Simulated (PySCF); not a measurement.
Isomers of C4H9NO2Si, mass 131.040 u with the commonest isotopes. Method: wB97X-D/def2-SVPD in PySCF (dipole) on a GFN2-xTB geometry, gas phase. One conformer each, none proved a minimum here; rigid rotors.

Question: Order these by rotational constant C, largest first.
A. `[CH2:1]=[CH:2][O:3][SiH2:4][CH2:5][C:6]([NH2:7])=[O:8]` with C1–C2–O3–Si4 10°, C2–O3–Si4–C5 -57°, O3–Si4–C5–C6 100°, Si4–C5–C6–N7 92°, C5–C6–N7–H -176° and -1°
B. `[CH3:1][O:2][SiH2:3][O:4][CH2:5][CH2:6][C:7]#[N:8]` with C1–O2–Si3–O4 177°, O2–Si3–O4–C5 54°, Si3–O4–C5–C6 -169°, O4–C5–C6–C7 -178°
C. `[CH3:1][O:2][CH2:3][CH2:4][O:5][SiH2:6][C:7]#[N:8]` with C1–O2–C3–C4 174°, O2–C3–C4–O5 -58°, C3–C4–O5–Si6 36°, C4–O5–Si6–C7 56°

Answer: C (1063 MHz), A (872.5 MHz), B (563.0 MHz).

Question: Order these by radius of gyration √(Σ m r²/M), largest first.
A. `[CH3:1][O:2][CH2:3][CH2:4][O:5][SiH2:6][C:7]#[N:8]` with C1–O2–C3–C4 174°, O2–C3–C4–O5 -58°, C3–C4–O5–Si6 36°, C4–O5–Si6–C7 56°
B. `[CH3:1][O:2][SiH2:3][O:4][CH2:5][CH2:6][C:7]#[N:8]` with C1–O2–Si3–O4 177°, O2–Si3–O4–C5 54°, Si3–O4–C5–C6 -169°, O4–C5–C6–C7 -178°
C. `[CH2:1]=[CH:2][O:3][SiH2:4][CH2:5][C:6]([NH2:7])=[O:8]` with C1–C2–O3–Si4 10°, C2–O3–Si4–C5 -57°, O3–Si4–C5–C6 100°, Si4–C5–C6–N7 92°, C5–C6–N7–H -176° and -1°

Answer: B (2.642 Å), C (2.145 Å), A (2.009 Å).

Question: Order these by rotational constant A, smallest first.
A. `[CH2:1]=[CH:2][O:3][SiH2:4][CH2:5][C:6]([NH2:7])=[O:8]` with C1–C2–O3–Si4 10°, C2–O3–Si4–C5 -57°, O3–Si4–C5–C6 100°, Si4–C5–C6–N7 92°, C5–C6–N7–H -176° and -1°
B. `[CH3:1][O:2][SiH2:3][O:4][CH2:5][CH2:6][C:7]#[N:8]` with C1–O2–Si3–O4 177°, O2–Si3–O4–C5 54°, Si3–O4–C5–C6 -169°, O4–C5–C6–C7 -178°
C. `[CH3:1][O:2][CH2:3][CH2:4][O:5][SiH2:6][C:7]#[N:8]` with C1–O2–C3–C4 174°, O2–C3–C4–O5 -58°, C3–C4–O5–Si6 36°, C4–O5–Si6–C7 56°

Answer: C (1972 MHz), A (2693 MHz), B (4723 MHz).

```tsv
SMILES	point group	Ia (u·Å²)	Ib (u·Å²)	Ic (u·Å²)	κ	μa (D)	μb (D)	μc (D)
COCCO[SiH2]C#N	C1	256.22	325.75	475.41	0.07	4.63	0.56	1.58
C=CO[SiH2]CC(N)=O	C1	187.66	438.45	579.23	-0.69	2.07	3.00	0.23
CO[SiH2]OCCC#N	C1	107.01	824.38	897.68	-0.98	4.43	1.09	0.35
```
